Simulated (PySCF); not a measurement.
# Lu(NO2)3: from a saddle point downhill

PySCF 2.14.0, RKS B3LYP, Lu lcecp-1-SVP with ECP60, O def2-SVP, N def2-SVP; non-relativistic Hamiltonian with scalar-relativistic core potentials where named; density fitting; no spin-orbit coupling. Relaxed within the symmetry of its start, the geometry (D3h) is

```xyz
10

Lu    0.0000    0.0000    0.0000
O     2.0403    0.0000    1.0487
O     2.0403    0.0000   -1.0487
N     2.7468    0.0000    0.0000
O    -1.0202    1.7670    1.0487
O    -1.0202    1.7670   -1.0487
N    -1.3734    2.3788    0.0000
O    -1.0202   -1.7670    1.0487
O    -1.0202   -1.7670   -1.0487
N    -1.3734   -2.3788    0.0000
```

and its lowest harmonic modes are -61, -13, -13, 54, 68, 68 cm⁻¹ (negative: unstable). It was moved along the lowest mode and relaxed again, within the group D3 that the move left.

(1) Where does it end, and how much lower?

(2) How do the contacts change?

(3) Is the end a minimum?

An lcecp potential fixes the number of 4f electrons, so in runs with it no electron can move into or out of that shell.

State: singlet in the valence, with the 4f electrons in the core potential.

Answers

(1) In D3, 0.004 eV lower, after 9 steps:
```xyz
10

Lu    0.0000    0.0000    0.0000
O     2.0405    0.1675    1.0352
O     2.0405   -0.1675   -1.0352
N     2.7471    0.0000    0.0000
O    -1.1653    1.6834    1.0352
O    -0.8752    1.8509   -1.0352
N    -1.3735    2.3790    0.0000
O    -0.8752   -1.8509    1.0352
O    -1.1653   -1.6834   -1.0352
N    -1.3736   -2.3790    0.0000
```

(2) 
```
     contact  saddle (Å)  end (Å)
Lu1–O2 (NO2)       2.294    2.294
Lu1–O5 (NO2)       2.294    2.294
Lu1–O8 (NO2)       2.294    2.294
```


(3) Yes; lowest modes 57, 58, 58, 67, 78, 78 cm⁻¹.
